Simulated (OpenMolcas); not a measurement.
An atom or ion with 24 electrons was computed by SS-CASPT2, IPEA 0.25 Eh, imaginary shift 0.1 Eh with spin-orbit coupling (OpenMolcas, ANO-RCC-VQZP, DKH2). The lowest levels that the run gave, each within 12 % of the measured value where one is at hand:

```tsv
J	Parity	E (cm⁻¹)	g
4	even	0.0	1.501
3	even	434	1.501
2	even	739	1.501
1	even	935	1.501
0	even	1031	
2	even	18920	1.500
6	even	19830	1.167
5	even	20040	1.036
1	even	20190	1.500
4	even	20200	0.809
0	even	20730	
4	even	21170	1.238
```

Problem. Which ion is it, and what are the configurations and terms?

Solution. Fe²⁺ (Z = 26, charge +2; active space 6 electrons in 5 orbitals (3d)). J, parity and g give the terms where levels are pure, and mixed ones are named by the computed weights; the size of the splittings, set against known spectra of the 24-electron sequence, gives the charge. In order, with the measured energies in cm⁻¹ (Corliss and Sugar, J. Phys. Chem. Ref. Data 11, 135 (1982)): 3d⁶ ⁵D₄, 3d⁶ ⁵D₃ (436), 3d⁶ ⁵D₂ (739), 3d⁶ ⁵D₁ (932), 3d⁶ ⁵D₀ (1027), 3d⁶ ³P₂(1) (19405), 3d⁶ ³H₆ (20051), 3d⁶ ³H₅ (20301), 3d⁶ ³P₁(1) (20688), 3d⁶ ³H₄ (20482), 3d⁶ ³P₀(1) (21208), 3d⁶ ³F₄(1) (21462).

Term energies are means over components that CASPT2 splits; among the terms shown or strongly mixed into the levels shown the widest spread is 66 cm-1 (3d⁶ ³F(1)). Measured partners are found by configuration, term and J. A level has none where our copy of the source lacks it or the pairing is in doubt (some pairs that miss far off the trend of their configuration count as doubtful), and it then counts in no deviation. Only configurations of the active space appear.

A number in round brackets counts repeated terms of one configuration in the order of the reference energies.
